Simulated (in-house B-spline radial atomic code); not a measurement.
The erbium ion Er⁶⁺: [He] 2s2 (2p1/2)2 (2p3/2)3 3s2 3p6 3d10 4s2 4p6 4d10 4f10 5s2 (5p1/2)1 (5p3/2)4 (with a hole in an inner shell)

All numbers are computed (Dirac-Hartree-Fock, average of the jj configuration; Fermi nucleus of rms radius 5.2516 fm) with a radial B-spline atomic code at the basis-set limit, not measured.

Effective charges: Z_r = [3n² - l(l+1)]/(2<r>) from the radius, Z_e = n√(-2ε) from the energy, and Slater's rules. Values are occupation-weighted means over j. An effective charge above Z reflects the relativistic contraction of the inner shells.

```tsv
shell	electrons	ε (eV)	<r> (bohr)	Z_r	Z_e	Slater
1s	2	-58207	0.02036	73.68	65.41	67.70
2s	2	-10092	0.08547	70.20	54.47	64.20
2p	5	-9087.1	0.07568	66.07	51.69	64.20
3s	2	-2415.3	0.2221	60.78	39.97	57.60
3p	6	-2071.2	0.2205	56.70	37.01	57.60
3d	10	-1624.3	0.2002	52.44	32.78	47.85
4s	2	-583.98	0.5005	47.95	26.21	41.25
4p	6	-465.59	0.5274	43.61	23.40	41.25
4d	10	-298.85	0.5657	37.12	18.75	29.85
5s	2	-147.79	1.168	32.11	16.48	15.10
4f	10	-114.94	0.6603	27.26	11.63	19.85
5p	5	-113.05	1.312	27.82	14.41	15.10
```

The least bound orbital is 5p3/2 at -111.3 eV, and it is also the most diffuse (<r> = 1.326 bohr). The part-filled 2p shell lies below the filled 5s shell in orbital energy.

For the 1s electron the small component carries 6.48 % of the norm, the zero-frequency Breit interaction raises the level by 180.6 eV, self-energy by 112.1 eV, and vacuum polarisation lowers it by 19.38 eV.
